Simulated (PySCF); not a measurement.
Electron correlation in Br (bromine, neutral)

[Ar] 3d10 4s1 4p6, 2S determinant (an excited configuration). Calculation: PySCF 2.14, in x2c-QZVPPall; scalar relativity by spin-free X2C-1e. Frozen: [Ar] 3d10; 7 electrons correlated.

```csv
level,correlation energy (mhartree)
CCSD,-284.94
(T),-34.09
CCSD(T),-319.03
```

Diagnostics: T1 = 0.022, D1 = 0.0467, largest double amplitude 0.225.

Question: Is a single reference adequate?

Answer: Not fully. A double-excitation amplitude exceeds 0.15, a sign of near-degeneracy.
